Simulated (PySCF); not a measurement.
A structure optimised at B3LYP-D3(BJ)/def2-SVP, used in a PySCF frequency run:

```xyz
7

Be     0.1073    -1.0972     0.0000
F     -0.3191    -2.4223     0.0000
S      0.7172     0.6977     0.0000
C     -0.9002     1.6007     0.0000
H     -1.4876     1.3754     0.9002
H     -0.6557     2.6714     0.0000
H     -1.4876     1.3754    -0.9002
```
Charge 0, spin multiplicity 1.

Write its SMILES, formula and point group.

C[S][Be][F], CH3BeFS, Cs

What are its rotational constants (standard atomic weights)?

14.730, 2.7980, 2.3876 GHz
